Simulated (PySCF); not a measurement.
Radial density of Pb⁶⁹⁺ (lead, charge +69)

UHF, [Ne] 3s2 3p1, 2P determinant. All numbers are calculated (PySCF 2.14, the spin-free X2C one-electron Hamiltonian (Gaussian nucleus), in an even-tempered Gaussian basis (17 s from 21 bohr⁻², ratio 2.5; 12 p from 27 bohr⁻², ratio 2.5; 4 d from 100 bohr⁻², ratio 2.7; 4 f from 150 bohr⁻², ratio 2.7)).

```json
{"r (bohr)": "0.0197", "4πr²ρ (e/bohr)": "92.33", "4πr²(ρα − ρβ)": "1.7816"}
{"r (bohr)": "0.0332", "4πr²ρ (e/bohr)": "112.0", "4πr²(ρα − ρβ)": "3.1198"}
{"r (bohr)": "0.0559", "4πr²ρ (e/bohr)": "126.9", "4πr²(ρα − ρβ)": "1.1102"}
{"r (bohr)": "0.0940", "4πr²ρ (e/bohr)": "48.43", "4πr²(ρα − ρβ)": "1.7866"}
{"r (bohr)": "0.158", "4πr²ρ (e/bohr)": "26.18", "4πr²(ρα − ρβ)": "7.7198"}
{"r (bohr)": "0.266", "4πr²ρ (e/bohr)": "3.640", "4πr²(ρα − ρβ)": "1.2511"}
{"r (bohr)": "0.447", "4πr²ρ (e/bohr)": "0.01991", "4πr²(ρα − ρβ)": "0.0057"}
```

Densities and radii are taken from the X2C orbitals without a picture-change correction, which distorts them close to the nucleus.

Spin-orbit coupling, absent here, splits the open shell strongly.
